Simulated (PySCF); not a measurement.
C2H6OS2Si.
SMILES with atom numbers: `[OH:1][SiH:2]1[S:3][CH2:4][CH2:5][S:6]1` (hydrogens: H7 on O1; H8 on Si2; H9, H10 on C4; H11, H12 on C5)

The same species was optimised twice, with GFN2-xTB and with PBE0-D3(BJ)/def2-SVP (PySCF), and the same property calculations (PySCF, gas phase) were run on both structures.

```tsv
coordinate	GFN2-xTB	PBE0-D3(BJ)/def2-SVP	change
O1–Si2 (Å)	1.611	1.657	+0.046
C5–S6 (Å)	1.824	1.831	+0.007
Si2–S3 (Å)	2.150	2.146	-0.004
Si2–S6 (Å)	2.144	2.148	+0.004
C4–C5 (Å)	1.512	1.514	+0.002
S3–C4 (Å)	1.831	1.832	+0.001
Si2–S6–C5 (°)	94.0	96.6	+2.6
O1–Si2–S6 (°)	113.0	110.6	-2.4
O1–Si2–S3 (°)	115.5	117.4	+1.9
C4–C5–S6 (°)	110.7	111.6	+0.9
Si2–S3–C4 (°)	96.6	95.9	-0.7
S3–C4–C5 (°)	111.7	111.2	-0.5
S3–Si2–S6 (°)	100.0	100.1	+0.1
```

Rotational constants: A = 2423, B = 2018, C = 1214 MHz (GFN2-xTB) against A = 2359, B = 2009, C = 1226 MHz (PBE0-D3(BJ)/def2-SVP). Point groups within 0.08 Å: C1 and C1.

On the GFN2-xTB structure: HOMO (eV) -7.08 [PBE0/pcSseg-1]; LUMO (eV) -0.30 [PBE0/pcSseg-1]; dipole (D) 2.01 [PBE0/pcSseg-1]; GIAO shielding of O1 (ppm) 279.1 [PBE0/pcSseg-1]; GIAO shielding of Si2 (ppm) 330.7 [PBE0/pcSseg-1]; GIAO shielding of S3/S6 (mean) (ppm) 591.5 [PBE0/pcSseg-1]; GIAO shielding of C4/C5 (mean) (ppm) 146.2 [PBE0/pcSseg-1].

Problem. What do these properties become on the PBE0-D3(BJ)/def2-SVP structure?

Solution. 
```
                                    property          level  on GFN2-xTB  on PBE0-D3(BJ)/def2-SVP  change
                                   HOMO (eV)  PBE0/pcSseg-1        -7.08                    -7.18   -0.10
                                   LUMO (eV)  PBE0/pcSseg-1        -0.30                    -0.24   +0.06
                                  dipole (D)  PBE0/pcSseg-1         2.01                     2.60   +0.59
energy, GFN2-xTB geometry as zero (kcal/mol)  PBE0/pcSseg-1          0.0                     -1.9    -1.9
                  GIAO shielding of O1 (ppm)  PBE0/pcSseg-1        279.1                    256.5   -22.6
                 GIAO shielding of Si2 (ppm)  PBE0/pcSseg-1        330.7                    325.5    -5.2
        GIAO shielding of S3/S6 (mean) (ppm)  PBE0/pcSseg-1        591.5                    572.9   -18.6
        GIAO shielding of C4/C5 (mean) (ppm)  PBE0/pcSseg-1        146.2                    143.8    -2.4
```

The heavy atoms differ by 0.134 Å rms after alignment. Among bonds between heavy atoms O1–Si2 changes most (+0.046 Å). Changes are differences of the printed values. Neither structure is proved a minimum here.
